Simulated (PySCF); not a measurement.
A calculated (B97-3, PySCF 2.14, x2c-TZVPPall with one added diffuse shell each of s, p, d, f type, scalar relativity by spin-free X2C-1e) atom or ion has these occupied shells.

| shell | electrons | orbital energy (eV) | rms radius, mean of both spins (bohr) |
| --- | --- | --- | --- |
| 1s α | 1 | -45036.1 | 0.0264 |
| 1s β | 1 | -45036.1 | 0.0264 |
| 2s α | 1 | -7352.8 | 0.107 |
| 2s β | 1 | -7352.8 | 0.107 |
| 2p α | 3 | -6573.2 | 0.0959 |
| 2p β | 3 | -6573.2 | 0.0959 |
| 3s α | 1 | -1615.4 | 0.278 |
| 3s β | 1 | -1613.7 | 0.278 |
| 3p α | 3 | -1368.4 | 0.278 |
| 3p β | 3 | -1366.7 | 0.278 |
| 3d α | 5 | -1025.4 | 0.256 |
| 3d β | 5 | -1023.8 | 0.256 |
| 4s α | 1 | -326.58 | 0.630 |
| 4s β | 1 | -322.19 | 0.630 |
| 4p α | 3 | -244.70 | 0.669 |
| 4p β | 3 | -240.07 | 0.669 |
| 4d α | 5 | -127.42 | 0.742 |
| 4d β | 5 | -122.05 | 0.742 |
| 5s α | 1 | -43.362 | 1.55 |
| 5s β | 1 | -40.575 | 1.55 |
| 5p α | 3 | -23.139 | 1.84 |
| 5p β | 3 | -20.764 | 1.84 |
| 4f α | 5 | -3.514 | 1.25 |
| 5d α | 2 | -1.825 | 4.37 |

(1) Name the element and its charge.

## Answers

(1) Pm (promethium, neutral), in [Xe] 4f5 5d2, one real determinant (an excited configuration).
